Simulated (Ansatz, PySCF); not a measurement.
Process, species as SMILES: O[SiH3] -> O[SiH2] + H atom (the H-Si bond at the site shown breaks; other sites are not compared here)
Each molecule is optimised on its own at B3LYP-D3(BJ)/def2-TZVP (Ansatz, a program for electronic structure), one conformer each, not searched for the lowest.

Quantity: bond dissociation energy (0 K, with B3LYP-D3(BJ) harmonic zero-point energies from PySCF), in eV. Correlated levels leave the core frozen unless marked. UHF or UKS for open shells. No spin-orbit coupling. No relativistic terms. CBS(X,Y): correlation extrapolated as X^-3; Hartree-Fock from the larger set (for Q and 5 zeta extrapolated as (X+1)exp(-9√X)).

```tsv
level	program	bond dissociation energy (eV)
revPBE-D3(BJ)/def2-TZVPD	Ansatz + dftd3	(withheld)
PBE0/STO-3G	Ansatz	4.88
PBE0/def2-TZVP	Ansatz	3.73
B2GP-PLYP-D3(BJ)/def2-TZVPD	Ansatz + dftd3	3.87
B2PLYP-D3(BJ)/def2-TZVPD	Ansatz + dftd3	3.86
CCSD/cc-pV(Q+d)Z	Ansatz	3.97
CCSD/def2-QZVPPD	Ansatz	(withheld)
CCSD(T)/CBS(cc-pV(Q+d)Z,cc-pV(5+d)Z)	Ansatz	(withheld)
```

Question: What belongs in the gaps?

Answer: 
- revPBE-D3(BJ)/def2-TZVPD, bond dissociation energy (eV): 3.63
- CCSD/def2-QZVPPD, bond dissociation energy (eV): 3.96
- CCSD(T)/CBS(cc-pV(Q+d)Z,cc-pV(5+d)Z), bond dissociation energy (eV): 3.98
